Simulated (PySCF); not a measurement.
The same groups moved round the core (benzothiophene boryl+boryl). All species are isolated molecules in the gas phase. One relaxed conformer stands for each flexible species; it need not be the lowest. Strings in code marks are SMILES. All members: neutral, multiplicity 1. Level: B3LYP-D3(BJ)/def2-TZVP // PBE0-D4/def2-SVP (PySCF), beside PBE-D3(BJ)/def2-TZVP // PBE0-D4/def2-SVP (PySCF) at the same geometries. B3LYP has the VWN-RPA correlation part, as in Gaussian. 

| species | HOMO–LUMO gap, PBE (eV) | HOMO–LUMO gap, B3LYP-D3(BJ) (eV) |
|---|---|---|
| `Bc1ccc(B)c2sccc12` (H–B–C–C torsion 180°, C–C–B–H torsion 0°) | 2.13 | 3.44 |
| `Bc1ccc2cc(B)sc2c1` (H–B–C–C torsion 0°, S–C–B–H torsion -180°) | 2.31 | 3.59 |
| `Bc1cc2c(B)cccc2s1` (H–B–C–S torsion -180°, C–C–B–H torsion 0°) | 2.45 | withheld |
| `Bc1cc2cccc(B)c2s1` (H–B–C–S torsion 180°, C–C–B–H torsion 180°) | 2.55 | 3.87 |
| `Bc1cc(B)c2ccsc2c1` (H–B–C–C torsion -180°, C–C–B–H torsion 0°) | 2.75 | 4.05 |
| `Bc1csc2c(B)cccc12` (H–B–C–C torsion -180°, C–C–B–H torsion 0°) | 2.94 | 4.26 |
| `Bc1ccc2scc(B)c2c1` (H–B–C–C torsion 0°, C–C–B–H torsion 0°) | 2.98 | 4.31 |

**Question.** Fit y = a + b·x, y being the HOMO–LUMO gap at the first level, to the 6 complete rows by least squares, with x = the PBE value in eV. Give a, b and the rms residual, and predict the withheld value.

**Answer.** Means of the 6 rows: x̄ = 2.61, ȳ = 3.92 eV. Σ(x − x̄)² = 0.5894 and Σ(x − x̄)(y − ȳ) = 0.6071, so b = 1.030 and a = ȳ − b·x̄ = 1.232 eV. The rms residual is 0.013 eV. At x = 2.45 the line gives 3.76 eV. The run for `Bc1cc2c(B)cccc2s1` (H–B–C–S torsion -180°, C–C–B–H torsion 0°) gave 3.73 eV, so the line is off by 0.03 eV, more than twice the rms residual.

Codes: PySCF.
